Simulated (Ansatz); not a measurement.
`Cl[Si](Br)(Br)Br` + HCl → `Cl[Si](Cl)(Br)Br` + HBr at 400 K and 1 bar (ligand exchange at the Si–Br bond).

Isolated molecules relaxed with PBE0-D4/def2-TZVP in Ansatz; ΔE leaves out vibrations. CCSD(T)/CBS adds triple-zeta CCSD(T) − MP2 to the extrapolated MP2 energy (def2 sets, frozen cores). This one scheme is used for every species. For Br outer-core shells are correlated without core-valence functions, which leaves a few kJ/mol of doubt a bond. Scalar relativity is left out up to krypton.

```
           species  CCSD(T)/CBS energy (Eh)  H − E (kJ/mol)  S (J/(mol·K))
`Cl[Si](Br)(Br)Br`              -8469.00948            46.7          407.9
               HCl               -460.38127            29.6          195.4
`Cl[Si](Cl)(Br)Br`              -6355.47272            47.3          398.9
               HBr              -2573.91920            27.6          207.2
```

H − E and S are ideal-gas, rigid-rotor, harmonic terms from PBE0-D4/def2-TZVP. 1 Eh = 2625.50 kJ/mol, R = 8.31446 J/(mol·K).

Task: By hand: ΔE, ΔH, ΔS and ΔG.

Result: ΔE = (-6355.47272) + (-2573.91920) − (-8469.00948) − (-460.38127) = -0.00117 Eh = -3.1 kJ/mol. Δ(H − E) = 47.3 + 27.6 − 46.7 − 29.6 = -1.4, so ΔH = -4.5 kJ/mol. ΔS = 398.9 + 207.2 − 407.9 − 195.4 = 2.8 J/(mol·K). ΔG = -4.5 − 400 × (2.8)/1000 = -5.6 kJ/mol.

Task: By hand: the equilibrium constant, and the temperature at which ΔG would vanish if ΔH and ΔS stayed fixed.

Result: log₁₀ K = −ΔG/(RT ln 10) = 0.7. ΔH and −TΔS have one sign here, so there is no such temperature. One of them is within its doubt of zero, so this could turn.

The number of gas molecules stays the same, so ΔS is small and ΔH decides. The sign of ΔG lies within the doubt. A doubt of 5 kJ/mol in ΔE shifts log₁₀ K by 0.7 here. These are equilibria of isolated gas molecules and say nothing of rates. Largest T1 diagnostic: 0.008 (customary marks: 0.02 for closed shells, 0.045 for open ones).
